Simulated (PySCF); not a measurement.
# Atomic charges by several schemes

Species: C₄H₇F₄NSi.
Z-matrix (Å and degrees, GFN2-xTB geometry), rows numbered from 1:
```
C 
C   1  1.3250
C   2  1.5072  1  119.92
C   3  1.5122  2  110.66  1   107.78
F   4  1.3440  3  112.14  2  -176.12
F   4  1.3401  3  112.93  2   -55.96
F   4  1.3467  3  112.97  2    64.33
Si  2  1.8906  1  122.19  3   179.28
N   8  1.7097  2  108.67  1   -78.71
F   8  1.6124  2  107.95  1    33.27
H   1  1.0804  2  122.68  3     0.69
H   1  1.0758  2  120.92  3  -179.91
H   3  1.0917  2  111.26  1  -133.27
H   3  1.0927  2  111.32  1   -11.17
H   8  1.4594  2  111.23  1   146.43
H   9  1.0074  8  119.02  2   161.17
H   9  1.0059  8  120.26  2   -56.52
```

Density: PBE0/pcSseg-1 (PySCF); schemes: Mulliken, IAO, Hirshfeld and ESP-fitted. Geometry: GFN2-xTB, one conformer, isolated molecule.

What partial charge does each atom carry?

In e:

```csv
atom,environment,Mulliken,IAO,Hirshfeld,ESP-fitted
C1,terminal =CH2 carbon,-0.048,-0.261,-0.072,-0.414
C2,fully substituted alkene carbon,-0.599,-0.303,-0.101,-0.033
C3,allylic carbon,-0.203,-0.305,-0.095,-0.439
C4,CF3 carbon,+0.769,+0.807,+0.263,+0.634
F5,fluorine of a CF3 group,-0.270,-0.285,-0.099,-0.220
F6,fluorine of a CF3 group,-0.263,-0.281,-0.093,-0.182
F7,fluorine of a CF3 group,-0.281,-0.288,-0.076,-0.206
Si8,fluorine-bound silicon,+1.150,+1.302,+0.438,+0.798
N9,silicon-bound nitrogen,-0.627,-0.850,-0.320,-0.994
F10,silicon-bound fluorine,-0.432,-0.543,-0.210,-0.318
H11,vinylic hydrogen,+0.112,+0.147,+0.052,+0.198
H12,vinylic hydrogen,+0.130,+0.162,+0.055,+0.197
H13,methylene hydrogen,+0.159,+0.169,+0.055,+0.167
H14,methylene hydrogen,+0.151,+0.166,+0.056,+0.184
H15,Si–H hydrogen,-0.148,-0.181,-0.088,-0.144
H16,N–H hydrogen,+0.198,+0.270,+0.123,+0.405
H17,N–H hydrogen,+0.202,+0.275,+0.111,+0.367
```

Mean size of the charges over all atoms: IAO 0.388 e, ESP-fitted 0.347 e, Mulliken 0.338 e, Hirshfeld 0.136 e. Each set sums to the total charge, 0, to within 0.001 e. The IAO scheme counts the electrons in orthogonalised intrinsic atomic orbitals, a minimal basis polarised so that it spans the occupied orbitals exactly. The Hirshfeld scheme divides the density at each point in proportion to the densities of the neutral, spherically averaged free atoms.

Lowest charge. All schemes agree: Mulliken N9 (-0.627); IAO N9 (-0.850); Hirshfeld N9 (-0.320); ESP-fitted N9 (-0.994).

Highest charge. All schemes agree: Mulliken Si8 (+1.150); IAO Si8 (+1.302); Hirshfeld Si8 (+0.438); ESP-fitted Si8 (+0.798).

How many electrons does the IAO scheme count on F6?

Z − q = 9 − (-0.281) = 9.281.

Sum the charges by element, for elements with more than one atom.

```csv
element,atoms,Mulliken,IAO,Hirshfeld,ESP-fitted
C,4,-0.080,-0.063,-0.005,-0.252
F,4,-1.246,-1.397,-0.478,-0.926
H,7,+0.804,+1.008,+0.365,+1.374
```
